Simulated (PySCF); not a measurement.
Ranking problems on computed properties.

Species are written as SMILES; each is one conformer at its optimised geometry, gas phase, non-relativistic unless stated. Electronic properties by PySCF.

The conformers computed, where there is a choice (atom-mapped SMILES and torsion angles):
- `[CH3:1][CH:2]([CH3:3])[c:4]1[cH:5][p:6][cH:7][cH:8][p:9]1`: C1–C2–C4–C5 -61°
- `[C-:1]#[N+:2][CH2:3][CH2:4][CH3:5]`: N2–C3–C4–C5 -66°
- `[CH3:1][C@H:2]([SiH3:3])/[C:4]([C:5]#[N:6])=[CH:7]/[CH2:8][F:9]`: C1–C2–C4–C5 49°, C4–C7–C8–F9 150°
- `[CH3:1][CH2:2][C@@:3]([CH3:4])([SiH3:5])[C@@H:6]1[CH2:7][C@H:8]1[F:9]`: C1–C2–C3–C4 65°, C2–C3–C6–C7 170°
- `[CH2:1]=[CH:2][N:3]([SiH3:4])[N:5]([CH3:6])[CH:7]1[CH2:8][CH2:9]1`: C1–C2–N3–Si4 1°, C2–N3–N5–C6 -112°, N3–N5–C7–C8 -68°
- `[CH2:1]=[CH:2][Si@@H:3]1[SiH2:4][SiH2:5][Si@H:6]1[CH3:7]`: C1–C2–Si3–Si4 -130°
- `[CH3:1][C:2](=[O:3])[CH2:4][CH2:5][C:6]#[N:7]`: C1–C2–C4–C5 180°, C2–C4–C5–C6 180°
- `[CH3:1][CH2:2][P@@:3](=[O:4])([O-:5])[C:6]([CH3:7])([CH3:8])[CH3:9]`: C1–C2–P3–O4 -65°, C2–P3–C6–C7 180°

The conformers of `COC[PH+]1CCOCC1`, `[SiH3]N/N=C/C1CCCC1` and `C[P+]1(CO)CCOCC1` aren't listed.

**Question.** Rank by dipole moment, highest first (PBE0/pcSseg-1 at GFN2-xTB geometries).
A. `C=CN([SiH3])N(C)C1CC1`
B. `CC(C)c1cpccp1`
C. `[C-]#[N+]CCC`
D. `CC[C@]([SiH3])(C)[C@@H]1C[C@H]1F`
E. `C[C@H]([SiH3])/C(C#N)=C/CF`

**Answer.** C (3.81 D), E (3.22 D), A (1.76 D), D (1.48 D), B (0.72 D).

**Question.** Rank by HOMO energy, lowest first (PBE0/pcSseg-1 at GFN2-xTB geometries).
A. `[C-]#[N+]CCC`
B. `C=C[Si@@H]1[SiH2][SiH2][Si@H]1C`
C. `C#CC#[NH+]`
D. `COC[PH+]1CCOCC1`
E. `CC(=O)CCC#N`

**Answer.** C (-15.31 eV), D (-11.93 eV), A (-8.53 eV), E (-7.86 eV), B (-7.04 eV).

**Question.** Rank by smallest rotational constant, highest first (GFN2-xTB).
A. `CC[C@@](C)([SiH3])[C@@H]1C[C@H]1F`
B. `[H]/[C]=C\C#N` [radical]
C. `C(C)(CCC#N)=O`
D. `CC[P@@](=O)([O-])C(C)(C)C`
E. `[C-]#[N+]CCC`
F. `C=CN([SiH3])N(C)C1CC1`
G. `p1ccpc(C(C)C)c1`
H. `C#CC#[NH+]`

**Answer.** B (4.959 GHz), H (4.350 GHz), E (2.905 GHz), C (1.078 GHz), D (1.018 GHz), F (0.897 GHz), A (0.776 GHz), G (0.692 GHz).

**Question.** Give the two extremes of that set in cm⁻¹.

**Answer.** `CC(C)c1cpccp1`: 0.0231 cm⁻¹; `[H]/[C]=C\C#N` [doublet state]: 0.1654 cm⁻¹.

**Question.** Rank by HOMO–LUMO gap, lowest first (PBE0/pcSseg-1 at GFN2-xTB geometries).
A. `CC[C@@](C)([SiH3])[C@@H]1C[C@H]1F`
B. `C[P+]1(CO)CCOCC1`
C. `[C-]#[N+]CCC`
D. `[SiH3]N/N=C/C1CCCC1`
E. `C(/CF)=C(/C#N)[C@H](C)[SiH3]`
F. `C=C[Si@@H]1[SiH2][SiH2][Si@H]1C`
G. `[PH+]1(CCOCC1)COC`

**Answer.** F (5.60 eV), E (6.06 eV), D (6.81 eV), B (7.71 eV), A (8.15 eV), G (8.32 eV), C (9.27 eV).

**Question.** Give the two extremes of that set in kcal/mol.

**Answer.** `C=C[Si@@H]1[SiH2][SiH2][Si@H]1C`: 129 kcal/mol; `[C-]#[N+]CCC`: 214 kcal/mol.
